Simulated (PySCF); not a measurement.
aminoborane cation (BH4N), SMILES BN (connectivity only; charge and spin as stated), charge +1, multiplicity 2.

Geometry optimised at ωB97X-D3(BJ)/def2-TZVP. The multiplicity is an assumed one; other spin states were not compared.

These are PBE0/def2-TZVPD in PySCF values and carry that method's errors.

The molecule is in vacuum.

- total energy = -81.57963 hartree
- point group = C2v
- α spin, highest occupied and lowest empty level = -15.94 and -8.39 eV
- β spin, highest occupied and lowest empty level = -17.39 and -11.39 eV
- dipole moment about the centre of nuclear charge = 1.28 D
- mean static polarisability = 22.4 bohr³ (3.32 Å³)
- polarisability, principal values = 16.5, 19.0, 31.7 bohr³
- ⟨S²⟩ = 0.756 (pure state 0.75)
